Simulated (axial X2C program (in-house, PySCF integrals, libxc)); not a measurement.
**Worked dissociation energy of PbP: CCSD(T), spin-free**

Computed with an in-house relativistic program for diatomic molecules. Spin-free means the one-electron spin-free X2C Hamiltonian. Basis: Pb dyall-cv3z [12s14p10d7f1g], P dyall-v3z [8s7p2d1f] (cores contracted in-house); Gaussian nuclei, density fitting, unrestricted open shells. Masses: Pb 207.977 u, P 30.974 u.

Molecular state: M_S = 1/2, Λ = 1 (beyond evenly filled blocks: π+α, π+β, π-α).

Correlated methods: 9 electrons correlated (number of frozen shells: Pb 5 s, 4 p, 3 d, 1 f; P 2 s, 1 p), 233 virtual spin orbitals or spinors in MP2, 90 natural virtuals in coupled cluster.

```
E(Pb) (2M_S = 2, M_L = 0) : -20880.211137 hartree
E(P) (2M_S = 3, M_L = 0)  : -341.642356 hartree
E(PbP) at Re              : -21221.933050 hartree
ωe                        : 361.2 cm⁻¹
ωexe                      : 1.9 cm⁻¹
```

Task: Work out De and D0.

Result: De = -20880.211137 + (-341.642356) − (-21221.933050) = 0.07956 hartree = 2.165 eV. The zero-point energy is ωe/2 − ωexe/4 = 180 cm⁻¹ = 0.022 eV, so D0 = 2.143 eV.

Occupations by symmetry block were frozen at the best pattern of an incomplete PBE0 search. De is counted from the lowest determinant-based energies of the atoms at the same level, without counterpoise correction. Coupled cluster ran in a truncated set of natural virtual spinors; the MP2 energy of the rest was added. (T) has no such correction and the atoms are truncated less, which lowers De at CCSD(T) by a hundredth of an eV or more. PBE0 can misorder states that lie within some tenths of an eV, so this need not be the ground state of the molecule. The nearest other spin-free determinant of the search, M_S = 1/2, Λ = 0, lies 0.43 eV up at the distance of the search. The determinant is spin-polarised beyond a pure state at some levels (its spin-free form has ⟨S²⟩ too high), which makes Re and μ there less reliable. The T1 diagnostic is large, a sign of multireference character. With the outer-core shells frozen, correlated bond lengths of heavy atoms tend to come out a few hundredths of an ångström too long. Spin-free De lacks the spin–orbit lowering of the heavy p-block atom, a tenth of an eV or more for 4p and 5p, up to an eV for 6p and one to two eV for 7p atoms, less what an open-shell molecule gains itself.

Each atomic determinant is the lowest at this level and need not be a pure term. Totals compare only within one Hamiltonian and basis.
